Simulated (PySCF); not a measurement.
InH, SMILES [InH] (connectivity only; charge and spin as stated), neutral, multiplicity 1. Atoms are numbered in the order given.

```xyz
2

In     0.0000     0.0000    -0.0374
H      0.0000     0.0000     1.8349
```
Charge 0, spin multiplicity 1.

Geometry optimised at PBE-D3(BJ)/def2-TZVPD. The def2 effective core potentials stand for the cores of In; spin–orbit coupling is left out.

The numbers are results of PBE-D3(BJ)/def2-TZVPD run with PySCF, not measurements.

Frequencies are harmonic and unscaled.

| mode | ν (cm⁻¹) | IR (km/mol) | moving atoms (share of kinetic energy) |
|---|---|---|---|
| 1 | 1390 | 863.4 | H 99 % |
